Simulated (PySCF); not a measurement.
Computed IR spectrum (relative IR intensity) of a molecule C₂H₆Cl₂Si. Geometry: TPSSh-D3(BJ)/def2-SVP. One conformer was computed; it need not be the lowest. Method: TPSSh-D3(BJ)/def2-SVP run with PySCF. Frequencies are harmonic and unscaled.

Lines under 2 % of the strongest are left out, and lines within 2 cm⁻¹ are merged.

| ν (cm⁻¹) | relative intensity |
|---|---|
| 217 | 2.3 |
| 231 | 9.5 |
| 468 | 24 |
| 554 | 82 |
| 688 | 35 |
| 806 | 74 |
| 842 | 100 |
| 866 | 70 |
| 1285 | 22 |
| 1290 | 8.4 |
| 1448 | 2.3 |
| 1454 | 4.7 |
| 3034 | 2.3 |
| 3131 | 5.3 |
| 3142 | 2.4 |

Q: Which molecule gave these data?
A. C[Si](C)(Cl)Cl
B. [SiH3]CC(Cl)Cl
C. ClCC[SiH2]Cl
D. CC[SiH](Cl)Cl

A: A, C[Si](C)(Cl)Cl
